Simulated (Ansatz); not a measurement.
A structure relaxed at PBE0-D4/def2-TZVP in Ansatz, charge 0, singlet:

Cartesian coordinates in Å:
```
Li 0.5961 0.3857 1.9951
H 1.9188 0.6981 0.9955
Li 1.9353 0.5387 -0.6823
H 1.0167 0.1087 -2.0279
Li -0.5934 -0.3947 -1.9941
H -1.9182 -0.7004 -0.9953
Li -1.9379 -0.5290 0.6812
H -1.0173 -0.1072 2.0279
```

Task: Give its formula and point group.

Result: Li₄H₄. Point group D4h (tolerance 0.1 Å).

Task: Summarise the bond lengths by kind (pairs closer than 1.2 times the sum of covalent radii, bridged metal pairs left out).

Result: 8 × H–Li 1.68 to 1.69 Å.
